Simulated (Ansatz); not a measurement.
Species: sum formula ZnHS, charge 1, multiplicity 1. 
Structure (B3LYP-D3(BJ)/def2-TZVP (Ansatz, a first-principles code) minimum search):
```xyz
3

Zn    -0.3566    -0.6416    -0.2847
S      0.5771     1.1739     0.4591
H      1.4649     0.4663     1.1952
```
Charge +1, spin multiplicity 1.

Wanted: vertical ionisation energy (to the doublet state of charge +2; each state is the SCF solution reached for its spin), in eV. Correlated levels leave the core frozen unless marked. Open shells are spin-unrestricted. No spin-orbit coupling. Frozen are the shells of the preceding noble gas and the d and f shells that filled before the atom's block. Non-relativistic. CBS marks a two-point X^-3 extrapolation of the correlation energy; Hartree-Fock from the larger set. [CCSD(T)-MP2]/basis is that difference in the basis named.

```csv
level,program,vertical ionisation energy (eV)
HF/def2-SVPD,Ansatz,13.97
HF/def2-TZVPPD,Ansatz,13.92
HF/def2-QZVPPD,Ansatz,13.92
SVWN5/def2-TZVPD,Ansatz,16.12
wB97M-V/def2-TZVPD,Ansatz,15.55
MP2/def2-TZVPPD,Ansatz,15.46
RI-MP2/def2-QZVPPD,Ansatz,15.59
CCSD(T)/def2-SVPD,Ansatz,15.13
CCSD(T)/def2-TZVPPD,Ansatz,15.42
"RI-MP2/CBS(def2-TZVPPD,def2-QZVPPD)+[CCSD(T)-MP2]/def2-TZVPPD",Ansatz,15.65
```
